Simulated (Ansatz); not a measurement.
Consider the substitution at a C–C bond: `CCCCCCC` + `[CH3][SbH][OH]` → `CC[O][SbH][CH3]` + `CCCCC`.

Calculated with Ansatz (gas phase, PBE0-D4/def2-TZVP geometries, no zero-point term in ΔE). CCSD(T)/CBS is the MP2 limit (def2-TZVPP, def2-QZVPP) plus CCSD(T) − MP2 in def2-TZVPP, frozen cores. def2 core potentials past Kr. For Sb outer-core shells are correlated without core-valence functions, which leaves a few kJ/mol of doubt a bond. Each species was taken in one conformer, which may not be the lowest.

`CCCCCCC`:

```xyz
23

C     1.140    0.473   -3.067
C    -0.074    1.177   -2.482
C    -0.729    0.429   -1.327
C     0.142    0.296   -0.088
C    -0.566   -0.391    1.067
C     0.295   -0.527    2.312
C    -0.423   -1.214    3.460
H     1.948    0.381   -2.337
H     1.537    1.018   -3.926
H     0.883   -0.536   -3.403
H     0.211    2.180   -2.144
H    -0.817    1.324   -3.273
H    -1.657    0.943   -1.051
H    -1.028   -0.571   -1.668
H     1.054   -0.261   -0.329
H     0.471    1.294    0.229
H    -0.900   -1.386    0.748
H    -1.478    0.165    1.317
H     0.629    0.468    2.629
H     1.206   -1.083    2.061
H    -0.738   -2.223    3.180
H    -1.320   -0.660    3.751
H     0.216   -1.299    4.343
```

`[CH3][SbH][OH]`:

Z-matrix (Å, degrees):
```
C
Sb 1 2.142
H 1 1.090 2 109.7
H 1 1.091 2 110.0 3 120.4
H 1 1.090 2 108.1 3 -119.7
O 2 1.977 1 93.0 3 83.6
H 2 1.720 1 92.6 3 178.5
H 6 0.960 2 110.4 1 -143.6
```

`CC[O][SbH][CH3]`:

Z-matrix (Å, degrees):
```
C
C 1 1.513
H 1 1.092 2 110.2
H 1 1.092 2 111.1 3 -119.8
H 1 1.094 2 110.6 3 119.9
O 2 1.411 1 111.2 3 56.4
H 2 1.097 1 109.7 3 -62.4
H 2 1.100 1 110.1 3 -179.4
Sb 6 1.962 2 122.3 1 109.3
C 9 2.156 6 98.5 2 -49.8
H 9 1.726 6 95.4 2 42.7
H 10 1.089 9 111.0 6 47.3
H 10 1.090 9 109.4 6 -74.2
H 10 1.092 9 108.5 6 167.1
```

`CCCCC`:

```xyz
17

C    -1.463   -1.844   -0.550
C    -0.937   -0.437   -0.327
C     0.283   -0.403    0.581
C     0.803    0.995    0.890
C     1.345    1.736   -0.323
H    -2.340   -1.848   -1.200
H    -1.748   -2.312    0.397
H    -0.703   -2.479   -1.013
H    -0.694    0.016   -1.294
H    -1.726    0.187    0.111
H     0.032   -0.906    1.523
H     1.087   -0.997    0.127
H     1.593    0.919    1.644
H     0.001    1.583    1.351
H     0.568    1.919   -1.069
H     2.141    1.164   -0.808
H     1.760    2.707   -0.040
```

| level | ΔE (kJ/mol) |
| --- | --- |
| CCSD(T)/def2-TZVPP | 39.6 |
| HF/CBS(def2) | 36.1 |

Task: What does CCSD(T)/CBS give? (Estimate.)

Result: The calculation gave: +42.3 kJ/mol. The listed levels differ from it by -2.7, -6.2 kJ/mol.

Largest T1 diagnostic among the species: 0.013.

The D4 term adds −4.2 kJ/mol with B3LYP and −2.3 kJ/mol with PBE0; it sums over pairs of atoms, weighted by their polarisabilities, and B3LYP, whose exchange is more repulsive, gets the larger term. In def2-TZVPP, CCSD(T) changes the Hartree–Fock value by +4.2 kJ/mol (the triples alone add −0.8 kJ/mol) and MP2 by +8.2 kJ/mol.

B3LYP here is the variant with VWN-RPA as its local correlation; programs differ in this.
